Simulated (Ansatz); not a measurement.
Start from `C#CC(=C)O` and change one atom or group to get `C=C(O)BCl`.

Ansatz, PBE0-D4/def2-TZVP geometries, multiplicity 1. Each molecule was computed in one conformer, which needn't be the lowest.

| property | `C#CC(=C)O` |
| --- | --- |
| size of the dipole moment (PBE/def2-TZVPP) / D | 1.51 |
| HOMO–LUMO gap (B3LYP/def2-TZVPP) / eV | 5.60 |
| size of the dipole moment (ωB97M-V/def2-TZVPP) / D | 1.64 |
| HOMO–LUMO gap (PBE0/def2-TZVPP) / eV | 6.03 |
| ideal-gas entropy at 298 K and 1 bar (rigid rotor, harmonic PBE0-D4/def2-TZVP) / J/(mol·K) | 303 |
| LUMO energy (PBE/def2-TZVPP) / eV | -1.64 |

(1) Give the same properties after the change, and the shifts. (Estimate.)

## Answers

(1) Ansatz gave: 
| property | `C=C(O)BCl` | shift |
| --- | --- | --- |
| size of the dipole moment (PBE/def2-TZVPP) / D | 2.51 | 1.00 |
| HOMO–LUMO gap (B3LYP/def2-TZVPP) / eV | 5.00 | -0.60 |
| size of the dipole moment (ωB97M-V/def2-TZVPP) / D | 2.54 | 0.90 |
| HOMO–LUMO gap (PBE0/def2-TZVPP) / eV | 5.40 | -0.63 |
| ideal-gas entropy at 298 K and 1 bar (rigid rotor, harmonic PBE0-D4/def2-TZVP) / J/(mol·K) | 320 | 17 |
| LUMO energy (PBE/def2-TZVPP) / eV | -2.86 | -1.22 |

With PBE0 the HOMO falls by 0.59 eV and the LUMO falls by 1.22 eV, so the gap narrows by about 0.63 eV. PBE moves the HOMO by -0.54 eV and ωB97M-V by -0.63 eV. Dipoles are sizes alone; their direction can turn.

B3LYP here is the variant with VWN-RPA as its local correlation; programs differ in this.
